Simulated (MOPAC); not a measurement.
Input for MOPAC: AM1 on H3NPbS (SMILES [NH2][Pb][SH]), a point of a torsion scan.

```
AM1 1SCF PRECISE CHARGE=0 THREADS=1
H3NPbS

N     -1.30045806 1     0.04164883 1     0.13415602 1
Pb     0.13693349 1    -1.24485071 1     1.01566949 1
S      2.08337313 1    -0.33082155 1    -0.33158595 1
H     -2.28617141 1     0.08113378 1     0.33587358 1
H     -1.11380624 1     0.73310869 1    -0.57256191 1
H      3.01412190 1    -1.11614399 1     0.19355027 1
```

It printed:

```
*******************************************************************************
 **                                                                           **
 **                              MOPAC v23.2.5                                **
 **                                                                           **
 *******************************************************************************
 ** MOPAC's Digital Object Identifier: https://doi.org/10.5281/zenodo.6511958 **
 **                                                                           **
 ** Please cite the open-source release paper for use of this MOPAC version:  **
 ** J. E. Moussa and J. J. P. Stewart (2026)                                  **
 ** MOPAC: An open-source semiempirical molecular orbital program             **
 ** J. Open Source Softw., 11(119), 8025, https://doi.org/10.21105/joss.08025 **
 *******************************************************************************

                              AM1 CALCULATION RESULTS

 *******************************************************************************
 *  AM1        - The AM1 Hamiltonian to be used
 *
 *
 *
 *                 CHARGE ON SYSTEM = 0
 *
 *
 *
 *  PRECISE    - TIGHTER CRITERIA TO BE USED
 *  1SCF       - DO 1 SCF AND THEN STOP
 *  THREADS=1  - MULTI-THREADING NOT USED
 *  T=         - A TIME OF 172800.0 SECONDS REQUESTED
 *  DUMP=N     - RESTART FILE WRITTEN EVERY 7200.0 SECONDS REQUESTED
 *******************************************************************************
AM1 1SCF PRECISE CHARGE=0 THREADS=1
 H3NPbS

   ATOM   CHEMICAL          X               Y               Z
  NUMBER   SYMBOL      (ANGSTROMS)     (ANGSTROMS)     (ANGSTROMS)

     1       N         -1.30045806  *   0.04164883  *   0.13415602  *
     2      Pb          0.13693349  *  -1.24485071  *   1.01566949  *
     3       S          2.08337313  *  -0.33082155  *  -0.33158595  *
     4       H         -2.28617141  *   0.08113378  *   0.33587358  *
     5       H         -1.11380624  *   0.73310869  *  -0.57256191  *
     6       H          3.01412190  *  -1.11614399  *   0.19355027  *



          CARTESIAN COORDINATES

    NO.       ATOM           X           Y           Z

     1         N         -1.3005      0.0416      0.1342
     2        Pb          0.1369     -1.2449      1.0157
     3         S          2.0834     -0.3308     -0.3316
     4         H         -2.2862      0.0811      0.3359
     5         H         -1.1138      0.7331     -0.5726
     6         H          3.0141     -1.1161      0.1936

  H: (AM1): M.J.S. DEWAR ET AL, J. AM. CHEM. SOC. 107 3902-3909 (1985)
  N: (AM1): M.J.S. DEWAR ET AL, J. AM. CHEM. SOC. 107 3902-3909 (1985)
  S: (AM1): M.J.S. DEWAR, Y-C YUAN, INORGANIC CHEMISTRY, 29, 3881:3890,  (1990)
 Pb: (AM1): J. J. P. STEWART, J. MOL. MOD., 10, 155-164 (2004)

           Empirical Formula: H3 N Pb S  =     6 atoms



      MOLECULAR POINT GROUP   :   Cs


      RHF CALCULATION, NO. OF DOUBLY OCCUPIED LEVELS = 9


 -------------------------------------------------------------------------------
 AM1 1SCF PRECISE CHARGE=0 THREADS=1
 H3NPbS



     1SCF WAS SPECIFIED, SO BFGS WAS NOT USED
     SCF FIELD WAS ACHIEVED


                              AM1 CALCULATION
                                                       MOPAC v23.2.5 Linux




          FINAL HEAT OF FORMATION =         19.47349 KCAL/MOL =      81.47709 KJ/MOL


          COSMO AREA              =        117.06 SQUARE ANGSTROMS
          COSMO VOLUME            =        105.45 CUBIC ANGSTROMS

          IONIZATION POTENTIAL    =          9.060811 EV
          HOMO LUMO ENERGIES (EV) =         -9.061 -1.648
          NO. OF FILLED LEVELS    =          9
          MOLECULAR WEIGHT        =        256.2904         POINT GROUP:  Cs

          MOLECULAR DIMENSIONS (Angstroms)

            Atom       Atom       Distance
            H     6    H     4     5.43570
            H     5   Pb     2     2.32276
            N     1    H     5     0.00004


          SCF CALCULATIONS        =          1





   ATOM   CHEMICAL          X               Y               Z
  NUMBER   SYMBOL      (ANGSTROMS)     (ANGSTROMS)     (ANGSTROMS)

     1       N         -1.30045806  *   0.04164883  *   0.13415602  *
     2      Pb          0.13693349  *  -1.24485071  *   1.01566949  *
     3       S          2.08337313  *  -0.33082155  *  -0.33158595  *
     4       H         -2.28617141  *   0.08113378  *   0.33587358  *
     5       H         -1.11380624  *   0.73310869  *  -0.57256191  *
     6       H          3.01412190  *  -1.11614399  *   0.19355027  *

                             CARTESIAN COORDINATES

   1    N       -1.300458060     0.041648830     0.134156020
   2   Pb        0.136933490    -1.244850710     1.015669490
   3    S        2.083373130    -0.330821550    -0.331585950
   4    H       -2.286171410     0.081133780     0.335873580
   5    H       -1.113806240     0.733108690    -0.572561910
   6    H        3.014121900    -1.116143990     0.193550270


           Empirical Formula: H3 N Pb S  =     6 atoms



      MOLECULAR POINT GROUP   :   Cs


                  EIGENVALUES
 -31.13075 -19.40030 -17.35488 -15.51828 -12.87276 -11.91455 -10.06155  -9.55537
  -9.06081  -1.64753  -1.18604  -0.07725   1.90320   5.70612   6.50871


              NET ATOMIC CHARGES AND DIPOLE CONTRIBUTIONS

  ATOM NO.   TYPE          CHARGE      No. of ELECS.   s-Pop       p-Pop
    1          N          -0.658763        5.6588     1.57087     4.08789
    2         Pb           0.728479        3.2715     1.89971     1.37181
    3          S          -0.453453        6.4535     1.91411     4.53935
    4          H           0.142157        0.8578     0.85784
    5          H           0.146594        0.8534     0.85341
    6          H           0.094986        0.9050     0.90501
 DIPOLE           X         Y         Z       TOTAL
 POINT-CHG.    -0.914    -3.705     3.766     5.361
 HYBRID        -0.398     1.480    -1.319     2.023
 SUM           -1.311    -2.224     2.447     3.557


          ATOMIC ORBITAL ELECTRON POPULATIONS

     Atom    s        px        py        pz
    1  N   1.57087   1.18157   1.45572   1.45060
    2 Pb   1.89971   0.42864   0.46239   0.48078
    3  S   1.91411   1.37157   1.53717   1.63060
    4  H   0.85784
    5  H   0.85341
    6  H   0.90501

 **********************
 *                    *
 * JOB ENDED NORMALLY *
 *                    *
 **********************




 == MOPAC DONE ==
```

The run finished.

Cost: very roughly 0.03 core-seconds.
